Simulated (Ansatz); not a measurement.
Cartesian coordinates (Å):
```xyz
5

C     -0.4557    -0.0056     0.0165
N      0.7432    -0.2472     0.0279
H     -1.1897    -0.8018     0.2119
H     -0.8167     1.0190    -0.1910
H      1.7189     0.0356    -0.0653
```
Charge +1, spin multiplicity 2.

All values below come from Ansatz (an electronic-structure program) with frozen-core CCSD(T)/cc-pVTZ // PBE0-D3(BJ)/def2-TZVP.

| Item | Value |
|---|---|
| HF energy | -93.75454 Ha |
| MP2 correlation energy | -0.30997 Ha |

Question: Estimate the CCSD correlation energy, the (T) correction, the total energy and the T1 diagnostic.

Answer: 
The CCSD correlation energy is -0.34044 Ha, the (T) correction is -0.01366 Ha and the CCSD(T) total energy comes out as -94.10863 Ha. The T1 diagnostic is 0.034.
